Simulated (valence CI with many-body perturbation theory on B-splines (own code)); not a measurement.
Hyperfine factors and g values of Nd3+

Method: valence CI with perturbative core correlation (CI+MBPT): three valence electrons over a frozen Dirac-Fock core [Xe], a basis of 8 s, 8 p, 9 d, 9 f, 6 g, 3 h, 2 i functions for each j, with the one-electron correlation potential Σ1, the two-electron term Σ2, the three-electron term Σ3, Breit, model QED; the open f shell's mean field enters the energy denominators; selected CI, second order for the rest, scaled by the run's own slope (own B-spline code, finite nucleus).

Against 32 measured levels this calculation errs by 185 cm⁻¹ on average and by 445 at most. These come from a selection out of Arab et al., J. Quant. Spectrosc. Radiat. Transfer 229, 145 (2019) and Gaigalas et al. (2019), from Wyart et al. (2007). Levels without a partner in it may be off by more, other configurations by several thousand cm⁻¹.

A/g_I is the dipole constant over the nuclear g factor μ/I (μ in nuclear magnetons, uniformly magnetised nucleus), B/Q the quadrupole constant per barn. Both hold the static response of the core; the bare values leave it out. Large factors of s and p1/2 electrons are usually good to 5 to 10 %; those of open d and f shells near neutrality can be off by tens of per cent, and small factors of p3/2, d and f electrons come from cancelling terms and can be off by a factor of two or in sign, in half-filled shells by more. B is blank for J = 1/2, where it vanishes, and for nearly pure S terms. Energies count from the lowest level.

Names give the largest LS component (configuration and term), which can be under half, so a name can repeat, a term be missing and a line seem to break the LS rules; names also repeat where a configuration has a term twice. Letters in brackets count levels of one name in rising energy.

```csv
Level,E (eV),g,A/g_I (MHz),A/g_I bare,B/Q (MHz/b),B/Q bare
4f3 4I°_9/2,0.0000,0.732,657,686,252,275
4f3 4I°_11/2,0.2406,0.966,501,540,254,273
4f3 4I°_13/2,0.4950,1.106,409,454,277,296
4f3 4I°_15/2,0.7577,1.198,352,402,315,336
4f3 4F°_3/2,1.460,0.426,761,763,-171,-185
4f3 2H°_9/2 [a],1.581,0.996,529,576,-229,-246
4f3 4F°_5/2,1.593,1.031,425,463,-164,-179
4f3 4F°_7/2,1.715,1.212,344,395,-295,-321
4f3 4S°_3/2,1.740,1.958,-81.0,13.2,,
4f3 4F°_9/2,1.873,1.239,335,389,-283,-306
4f3 2H°_11/2 [a],2.005,1.097,390,432,-71.4,-79.2
4f3 2G°_7/2 [a],2.197,0.937,510,548,-107,-112
4f3 4G°_5/2,2.225,0.574,716,730,-26.7,-22.6
4f3 4G°_7/2,2.446,0.962,453,485,-188,-202
4f3 2K°_13/2,2.458,0.935,507,545,853,919
4f3 4G°_9/2,2.502,1.142,387,435,44.8,52.3
4f3 2G°_9/2 [a],2.682,1.138,346,388,-300,-322
4f3 2D°_3/2 [a],2.710,1.041,387,421,-87.2,-93.8
4f3 2K°_15/2,2.714,1.062,424,466,903,969
4f3 4G°_11/2,2.771,1.260,321,377,-17.2,-18.2
4f3 2P°_1/2,2.980,0.624,1150,1220,,
4f3 2D°_5/2 [a],3.040,1.196,352,402,-405,-437
4f3 2P°_3/2,3.349,1.103,362,401,-187,-198
4f3 4D°_3/2,3.644,1.135,504,567,51.4,57.0
4f3 4D°_5/2,3.664,1.326,358,429,280,304
4f3 4D°_1/2,3.714,0.038,1350,1370,,
4f3 2I°_11/2,3.727,0.952,465,500,595,633
4f3 2L°_15/2,3.812,0.946,471,506,1430,1530
4f3 2I°_13/2,3.907,1.075,428,474,543,583
4f3 4D°_7/2,3.943,1.425,176,235,738,793
4f3 2L°_17/2,4.003,1.058,423,465,1510,1620
4f3 2H°_9/2 [b],4.169,0.911,480,512,326,351
4f3 2D°_3/2 [b],4.294,0.867,479,497,147,157
4f3 2H°_11/2 [b],4.350,1.064,402,443,254,273
4f3 2D°_5/2 [b],4.408,1.175,405,458,233,249
4f3 2F°_5/2 [a],4.952,0.922,522,557,403,438
4f3 2F°_7/2 [a],5.129,1.144,373,419,208,228
4f3 2G°_9/2 [b],6.116,1.109,407,457,531,572
4f3 2G°_7/2 [b],6.240,0.891,463,489,605,650
4f3 2F°_7/2 [b],8.616,1.141,344,389,1110,1190
```

Problem. Take the isotope of mass number 145, with I = 7/2, μ = -0.656 μN and Q = -0.314 b. What is the hyperfine structure of 4f3 4F°_3/2?

Solution. From the table A = -143 MHz, B = 53.8 MHz. Shifts from the centre of gravity in MHz: F = 2: 994, F = 3: 527, F = 4: -60.7, F = 5: -737.
